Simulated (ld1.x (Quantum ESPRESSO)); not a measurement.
# What one change does to a pseudopotential (samarium, TM)

Sm (Z = 62), norm-conserving Troullier–Martins (Kleinman–Bylander form), made with ld1.x (Quantum ESPRESSO) 7.5 (PBE, scalar-relativistic). Core [Kr] 4d10 4f6, reference 5s2 5p6 5d0 6s0 6p0 (charge +2). Waves: 5p (bound): rc 2.45 bohr; 5d (bound, empty): rc 2.60 bohr; 5s (bound): rc 2.25 bohr. Local part: the s channel. Core correction: a·sin(br)/r model core, default radius (core density twice the valence density).

Change: wave 5p (bound): rc 2.45 bohr becomes 5p (bound): rc 2.26 bohr.

Cutoffs: the cutoffs (Ry, on a coarse ladder) from which the occupation-weighted sum of valence levels, in a spherical-Bessel basis at the reference potential, stays within 10 and 1 mRy of its value at 400 Ry; they do not see the model core or the augmentation charge, which bear on the density cutoff. Errors are all-electron minus pseudo energies relative to the spin-unpolarised reference configuration.

Q: What does the change do?

A: The potential gets harder (21 Ry and 35 Ry → 25 Ry and 40 Ry); the errors of the 7 common tests hardly move; neither file shows a bound ghost. A smaller radius makes the pseudo-wave follow the all-electron one further in, where it bends more sharply, so more plane waves are needed.

| quantity | base | changed |
| --- | --- | --- |
| cutoff, loose | 21 Ry | 25 Ry |
| cutoff, tight | 35 Ry | 40 Ry |
| bound ghosts | none | none |
| error for 5s2 5p6 5d0 6s2 6p0, meV [ΔE -17.04 eV] | +1490 | +1490 |
| error for 5s2 5p6 5d0 6s1 6p0, meV [ΔE -11.09 eV] | +1113 | +1113 |
| error for 5s2 5p6 5d0 6s1.5 6p0, meV [ΔE -14.67 eV] | +1367 | +1367 |
| error for 5s2 5p6 5d1 6s0 6p0, meV [ΔE -9.68 eV] | -78 | -78 |
| error for 5s2 5p6 5d1 6s1 6p0, meV [ΔE -15.03 eV] | +606 | +606 |
| error for 5s2 5p6 5d0 6s0 6p2, meV [ΔE -12.03 eV] | -43 | -42 |
| error for 5s2 5p6 5d0 6s0 6p1, meV [ΔE -7.96 eV] | -28 | -27 |
| s: phases at 2.83 bohr within 0.05 rad from the reference energy up to (Ry; the scan ends near 5) | -2.1 | -2.1 |
| p: phases at 2.83 bohr within 0.05 rad from the reference energy up to (Ry; the scan ends near 5) | 0.0 | 0.1 |
| d: phases at 2.83 bohr within 0.05 rad from the reference energy up to (Ry; the scan ends near 5) | 2.1 | 2.1 |
